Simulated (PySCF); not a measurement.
PySCF input file for Al(Me)(OMe)(SH) (C2H7AlOS), SMILES [SH][Al]([CH3])[O]C, TDDFT-M06-2X/def2-SVPD. Geometry optimised at TPSSh-D3(BJ)/def2-SVP. The structure was generated by enumeration; whether it is a known compound was not checked. One conformer was computed; it need not be the lowest.

```python
import numpy as np
from pyscf import gto, scf, dft, tdscf

mol = gto.M(
    atom='''
    Al   -0.42824965    0.15428511    0.21484083
    C    -1.99993995    0.81780239    1.15935849
    H    -2.92661137    0.53709311    0.63279143
    H    -1.98087226    1.91768856    1.25132875
    H    -2.05521695    0.41124856    2.18421801
    O    -0.61358458   -0.74253313   -1.21595444
    C     0.15604460   -1.39257939   -2.18902318
    H    -0.11358788   -2.46250671   -2.23471477
    H    -0.03806671   -0.95340388   -3.18351510
    H     1.24185524   -1.32216431   -1.99071219
    S     1.63499203    0.50302795    0.90369284
    H     1.25192139    1.20681822    1.99421131
    ''',
    basis='def2-SVPD',
    charge=0,
    spin=0,
    max_memory=1600,
    verbose=4,
)
mf = dft.RKS(mol, xc='m06-2x').density_fit(auxbasis='def2-universal-jkfit')
mf.grids.level = 4
mf.conv_tol = 1e-9
mf.max_cycle = 100
mf.kernel()
mf.grids = dft.Grids(mol).set(level=2).build(with_non0tab=True)  # coarser grid for the response kernel
td = tdscf.TDDFT(mf)
td.singlet = True
td.nstates = 10
td.conv_tol = 1e-4
td.positive_eig_threshold = 1e-6
td.kernel(x0=td.get_init_guess(mf, 15))
td.analyze()
tt = tdscf.TDA(mf)
tt.singlet = False
tt.nstates = 4
tt.conv_tol = 1e-4
tt.positive_eig_threshold = 1e-6
tt.kernel(x0=tt.get_init_guess(mf, 9))
tt.analyze(verbose=3)
```

It prints:

```
PySCF version 2.14.0

[INPUT] verbose = 4
[INPUT] num. atoms = 12
[INPUT] num. electrons = 56
[INPUT] charge = 0
[INPUT] spin (= nelec alpha-beta = 2S) = 0
[INPUT] symmetry False subgroup None
[INPUT] Mole.unit = angstrom
[INPUT] Symbol           X                Y                Z      unit          X                Y                Z       unit  Magmom
[INPUT]  1 Al    -0.428249650000   0.154285110000   0.214840830000 AA   -0.809274551441   0.291556602998   0.405990329074 Bohr   0.0
[INPUT]  2 C     -1.999939950000   0.817802390000   1.159358490000 AA   -3.779338771076   1.545422541115   2.190870026289 Bohr   0.0
[INPUT]  3 H     -2.926611370000   0.537093110000   0.632791430000 AA   -5.530493962338   1.014958881291   1.195802496672 Bohr   0.0
[INPUT]  4 H     -1.980872260000   1.917688560000   1.251328750000 AA   -3.743306059148   3.623906170612   2.364668629294 Bohr   0.0
[INPUT]  5 H     -2.055216950000   0.411248560000   2.184218010000 AA   -3.883797162064   0.777147147522   4.127573835243 Bohr   0.0
[INPUT]  6 O     -0.613584580000  -0.742533130000  -1.215954440000 AA   -1.159506810456  -1.403184254116  -2.297820871549 Bohr   0.0
[INPUT]  7 C      0.156044600000  -1.392579390000  -2.189023180000 AA    0.294881557217  -2.631593653814  -4.136654290524 Bohr   0.0
[INPUT]  8 H     -0.113587880000  -2.462506710000  -2.234714770000 AA   -0.214649984270  -4.653463261804  -4.222998881820 Bohr   0.0
[INPUT]  9 H     -0.038066710000  -0.953403880000  -3.183515100000 AA   -0.071935656363  -1.801672219298  -6.015971652417 Bohr   0.0
[INPUT] 10 H      1.241855240000  -1.322164310000  -1.990712190000 AA    2.346766289956  -2.498528437575  -3.761900831933 Bohr   0.0
[INPUT] 11 S      1.634992030000   0.503027950000   0.903692840000 AA    3.089687152547   0.950585058501   1.707731968330 Bohr   0.0
[INPUT] 12 H      1.251921390000   1.206818220000   1.994211310000 AA    2.365788556585   2.280555917935   3.768513210410 Bohr   0.0

nuclear repulsion = 267.028225437132
number of shells = 74
number of NR pGTOs = 250
number of NR cGTOs = 170
basis = def2-SVPD
ecp = {}


[settings echo left out]
init E= -796.112315723427
  HOMO = -0.33019940083653  LUMO = -0.0547652701311683  gap/eV = 7.49494
cycle= 1 E= -795.868090220618  delta_E= 0.244  |g|= 0.652  |ddm|= 4.15
  HOMO = -0.234445320530645  LUMO = -0.00497569905662276  gap/eV = 6.24419
cycle= 2 E= -795.817299338494  delta_E= 0.0508  |g|= 0.866  |ddm|= 3.17
  HOMO = -0.312002968889743  LUMO = -0.00715090863622647  gap/eV = 8.29545
cycle= 3 E= -795.961248881377  delta_E= -0.144  |g|= 0.077  |ddm|= 1.61
  HOMO = -0.323079620605859  LUMO = -0.00730264262533264  gap/eV = 8.59273
cycle= 4 E= -795.962521374044  delta_E= -0.00127  |g|= 0.0287  |ddm|= 0.141
  HOMO = -0.319901156665501  LUMO = -0.00709172639219569  gap/eV = 8.51198
cycle= 5 E= -795.962761601065  delta_E= -0.00024  |g|= 0.00354  |ddm|= 0.0511
  HOMO = -0.319428525054468  LUMO = -0.00706346316046025  gap/eV = 8.49989
cycle= 6 E= -795.962765410646  delta_E= -3.81e-06  |g|= 0.00159  |ddm|= 0.00845
  HOMO = -0.319634691068943  LUMO = -0.00705015524586861  gap/eV = 8.50586
cycle= 7 E= -795.962766199195  delta_E= -7.89e-07  |g|= 0.00035  |ddm|= 0.00305
  HOMO = -0.319585084589821  LUMO = -0.00705829007748582  gap/eV = 8.50429
cycle= 8 E= -795.962766254246  delta_E= -5.51e-08  |g|= 8.48e-05  |ddm|= 0.00102
  HOMO = -0.319591035872915  LUMO = -0.00705343432365657  gap/eV = 8.50458
cycle= 9 E= -795.962766257438  delta_E= -3.19e-09  |g|= 2.67e-05  |ddm|= 0.000281
  HOMO = -0.319591620612466  LUMO = -0.00705404653167863  gap/eV = 8.50458
cycle= 10 E= -795.962766257767  delta_E= -3.29e-10  |g|= 5.56e-06  |ddm|= 7.76e-05
  HOMO = -0.319591319043454  LUMO = -0.00705376438721261  gap/eV = 8.50458
Extra cycle  E= -795.962766257778  delta_E= -1.05e-11  |g|= 3.62e-06  |ddm|= 1.77e-05
converged SCF energy = -795.962766257778
tot grids = 94864
Overwritten attributes  positive_eig_threshold  of <class 'pyscf.tdscf.rks.TDDFT'>


******** <class 'pyscf.tdscf.rks.TDDFT'> for <class 'pyscf.df.df_jk.DFRKS'> ********
nstates = 10 singlet
deg_eia_thresh = 1.000e-03
wfnsym = None
conv_tol = 0.0001
eigh lindep = 1e-12
eigh level_shift = 0
eigh max_cycle = 100


Excitation energies (eV)
[5.97830191 6.39627926 6.50893015 6.62770465 6.76145102 7.12319574
 7.27413953 7.32812717 7.51799514 7.6218432 ]

** Singlet excitation energies and oscillator strengths **
Excited State   1:      5.97830 eV    207.39 nm  f=0.0518
      28 -> 29        0.63566
      28 -> 31        0.20653
      28 -> 34        0.12222
Excited State   2:      6.39628 eV    193.84 nm  f=0.0059
      27 -> 30        0.14285
      28 -> 29        0.16947
      28 -> 31       -0.47389
      28 -> 33        0.36715
      28 -> 36       -0.12481
      28 -> 37        0.13984
      28 -> 45       -0.11489
Excited State   3:      6.50893 eV    190.48 nm  f=0.0253
      27 -> 29       -0.33705
      28 -> 30       -0.58491
Excited State   4:      6.62770 eV    187.07 nm  f=0.0001
      27 -> 30        0.67891
      28 -> 31        0.11454
Excited State   5:      6.76145 eV    183.37 nm  f=0.1942
      27 -> 29       -0.58426
      28 -> 30        0.32297
Excited State   6:      7.12320 eV    174.06 nm  f=0.0201
      26 -> 29       -0.59067
      26 -> 32       -0.11113
      26 -> 36       -0.14687
      26 -> 39       -0.10800
      28 -> 32        0.16466
      28 -> 36        0.11866
Excited State   7:      7.27414 eV    170.45 nm  f=0.0282
      25 -> 29       -0.60944
      25 -> 36       -0.11913
      25 -> 39       -0.11156
      26 -> 30       -0.16898
      27 -> 32        0.12978
      27 -> 36        0.10964
Excited State   8:      7.32813 eV    169.19 nm  f=0.0028
      25 -> 30        0.68677
Excited State   9:      7.51800 eV    164.92 nm  f=0.0522
      24 -> 29        0.14265
      26 -> 30        0.18025
      27 -> 31       -0.57028
      27 -> 33        0.20035
      27 -> 37        0.10833
      28 -> 30       -0.11142
Excited State  10:      7.62184 eV    162.67 nm  f=0.0005
      26 -> 29       -0.20768
      28 -> 31        0.22786
      28 -> 32       -0.51310
      28 -> 34       -0.18719
      28 -> 36       -0.20473
      28 -> 40        0.17777

** Transition electric dipole moments (AU) **
state          X           Y           Z        Dip. S.      Osc.
  1         0.0201      0.5024     -0.3171      0.3534      0.0518
  2         0.0051      0.1635     -0.1044      0.0376      0.0059
  3         0.0041      0.2123      0.3368      0.1585      0.0253
  4         0.0043      0.0185     -0.0129      0.0005      0.0001
  5        -1.0698     -0.0566     -0.1576      1.1725      0.1942
  6        -0.0101     -0.2870      0.1808      0.1152      0.0201
  7        -0.3381      0.1218      0.1715      0.1585      0.0282
  8         0.0045      0.1058     -0.0675      0.0158      0.0028
  9         0.4983      0.0843      0.1676      0.2835      0.0522
 10        -0.0024     -0.0458      0.0231      0.0026      0.0005

** Transition velocity dipole moments (imaginary part, AU) **
state          X           Y           Z        Dip. S.      Osc.
  1         0.0046      0.1158     -0.0731      0.0188      0.0570
  2         0.0011      0.0361     -0.0231      0.0018      0.0052
  3        -0.0028      0.0534      0.0844      0.0100      0.0278
  4         0.0013      0.0072     -0.0049      0.0001      0.0002
  5        -0.2880     -0.0143     -0.0410      0.0848      0.2276
  6        -0.0025     -0.0743      0.0468      0.0077      0.0196
  7        -0.0985      0.0380      0.0539      0.0141      0.0350
  8         0.0011      0.0270     -0.0173      0.0010      0.0026
  9         0.1481      0.0234      0.0471      0.0247      0.0596
 10        -0.0006     -0.0096      0.0044      0.0001      0.0003

** Transition magnetic dipole moments (imaginary part, AU) **
state          X           Y           Z
  1         0.5037     -0.3769     -0.5655
  2        -0.2060     -0.0412     -0.0793
  3        -0.0032     -0.0565      0.0463
  4         0.0227      0.7218      1.1420
  5         0.0192      0.4517     -0.2809
  6        -0.1083     -0.1011     -0.1617
  7        -0.0079     -0.1415      0.0897
  8         0.5829      0.1703      0.3080
  9         0.0158      0.4265     -0.2748
 10        -0.1792     -0.0409     -0.0766
Overwritten attributes  positive_eig_threshold  of <class 'pyscf.tdscf.rks.TDA'>


******** <class 'pyscf.tdscf.rks.TDA'> for <class 'pyscf.df.df_jk.DFRKS'> ********
nstates = 4 triplet
deg_eia_thresh = 1.000e-03
wfnsym = None
conv_tol = 0.0001
eigh lindep = 1e-12
eigh level_shift = 0
eigh max_cycle = 100


Excitation energies (eV)
[5.74054598 5.84051711 6.08412887 6.27355289]

** Triplet excitation energies and oscillator strengths **
Excited State   1:      5.74055 eV    215.98 nm  f=0.0000
Excited State   2:      5.84052 eV    212.28 nm  f=0.0000
Excited State   3:      6.08413 eV    203.78 nm  f=0.0000
Excited State   4:      6.27355 eV    197.63 nm  f=0.0000
```

The run converged.

Cost: roughly 19 core-minutes.
